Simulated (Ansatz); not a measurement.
Consider the germylene formation by 1,1-elimination: `[F][GeH]([AlH2])[SiH3]` → `[AlH2][SiH3]` + `[F][GeH]`.

Isolated molecules relaxed with PBE0-D4/def2-TZVP in Ansatz; ΔE leaves out vibrations. CBS: MP2 limit from def2 TZ/QZ plus the TZ coupled-cluster correction, frozen cores. This one scheme is used for every species. For Ge outer-core shells are correlated without core-valence functions, which leaves a few kJ/mol of doubt a bond. Scalar relativity is left out up to krypton.

| species | CCSD(T)/CBS(def2) energy (Eh) |
| --- | --- |
| `[F][GeH]([AlH2])[SiH3]` | -2710.62075 |
| `[AlH2][SiH3]` | -534.06280 |
| `[F][GeH]` | -2176.50038 |

Work out ΔE.

ΔE = (-534.06280) + (-2176.50038) − (-2710.62075) = 0.05757 Eh = +1.57 eV.

Largest T1 diagnostic among the species: 0.014.

The D4 term adds +0.13 eV with B3LYP and +0.07 eV with PBE0; it sums over pairs of atoms, weighted by their polarisabilities, and B3LYP, whose exchange is more repulsive, gets the larger term. From PBE to PBE0 (25 % exact exchange), in def2-TZVPP and without D4, ΔE moves by +0.13 eV.

B3LYP here is the variant with VWN-RPA as its local correlation; programs differ in this.
